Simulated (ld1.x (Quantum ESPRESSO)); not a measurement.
# Cr, TM: configuration errors across variants

- Element: chromium
- Generator: ld1.x (Quantum ESPRESSO) 7.5
- Type: norm-conserving Troullier–Martins (Kleinman–Bylander form)
- Functional: LDA (PZ)
- Relativity: scalar-relativistic
- Frozen core: [Ar]
- Valence charge: 6
- Reference configuration: 3d6 4s0 4p0
- Partial waves: 4s (bound, empty): rc 2.70 bohr; 4p (bound, empty): rc 3.30 bohr; 3d (bound): rc 2.25 bohr
- Local potential: all-electron potential smoothed inside 1.70 bohr (lloc = -1)
- Core correction: none

All-electron excitation energies from the reference (eV): (1) 3d5 4s1 4p0 -1.725; (2) 3d5 4s0 4p0 5.416; (3) 3d4 4s0 4p0 21.759; (4) 3d3 4s0 4p0 52.785.

Tests that are not counted but printed errors over 1 eV. “base”: 3d5 4s1 4p0 (spin-polarised) (solver errors, printed error -256 eV); 3d4 4s2 4p0 (solver errors, printed error -200 eV); 3 more. “all radii scaled by about 0.79 (s 2.14, p 2.60, d 1.78 bohr); local potential all-electron potential smoothed inside 1.34 bohr (lloc = -1)”: 3d6 4s0 4p0 (spin-polarised) (all-electron atom not converged, printed error +120 eV). “all radii scaled by about 0.96 (s 2.60, p 3.18, d 2.16 bohr); local potential all-electron potential smoothed inside 1.64 bohr (lloc = -1)”: 3d4 4s2 4p0 (solver errors, printed error -201 eV); 3d6 4s0 4p0 (spin-polarised) (all-electron atom not converged, printed error +127 eV); 2 more. “all radii scaled by about 1.05 (s 2.82, p 3.46, d 2.36 bohr); local potential all-electron potential smoothed inside 1.78 bohr (lloc = -1)”: 3d4 4s2 4p0 (solver errors, printed error -228 eV); 3d6 4s0 4p0 (spin-polarised) (all-electron atom not converged, printed error +131 eV); 3 more. “all radii scaled by about 1.16 (s 3.12, p 3.82, d 2.60 bohr); local potential all-electron potential smoothed inside 1.96 bohr (lloc = -1)”: 3d6 4s0 4p0 (spin-polarised) (all-electron atom not converged, printed error +136 eV).

A true bound ghost makes a file unfit for plane-wave use even where its test errors are small: the radial tests pick states by their node count and pass the ghost by. Where a test does run into it, the solver fails or the error is huge.

Errors AE − PS in meV (a dash: test not solved or not reliable):

```csv
change,(1),(2),(3),(4),bound ghosts
base,-19,+0.4,-36,+17,s
"all radii scaled by about 0.79 (s 2.14, p 2.60, d 1.78 bohr); local potential all-electron potential smoothed inside 1.34 bohr (lloc = -1)",-29,+6.1,-57,-380,s
"all radii scaled by about 0.96 (s 2.60, p 3.18, d 2.16 bohr); local potential all-electron potential smoothed inside 1.64 bohr (lloc = -1)",-23,+1.6,-48,-108,s
"all radii scaled by about 1.05 (s 2.82, p 3.46, d 2.36 bohr); local potential all-electron potential smoothed inside 1.78 bohr (lloc = -1)",–,-0.5,-31,+84,s
"all radii scaled by about 1.16 (s 3.12, p 3.82, d 2.60 bohr); local potential all-electron potential smoothed inside 1.96 bohr (lloc = -1)",+27,-3.2,+13,+450,none
"all radii scaled by about 1.29 (s 3.50, p 4.26, d 2.90 bohr); local potential all-electron potential smoothed inside 2.20 bohr (lloc = -1)",+63,-4.7,+121,+1130,none
"all radii scaled by about 1.39 (s 3.74, p 4.58, d 3.12 bohr); local potential all-electron potential smoothed inside 2.36 bohr (lloc = -1)",+98,-2.5,+228,+1685,none
```

Task: Give the same row for: all radii scaled by about 0.90 (s 2.42, p 2.96, d 2.02 bohr); local potential all-electron potential smoothed inside 1.52 bohr (lloc = -1).

Result: -27, +3.5, -55, -244; bound ghosts: s. Not counted: 3d4 4s1 4p0 (solver errors, printed error -180 eV); 3d6 4s0 4p0 (spin-polarised) (all-electron atom not converged, printed error +124 eV).
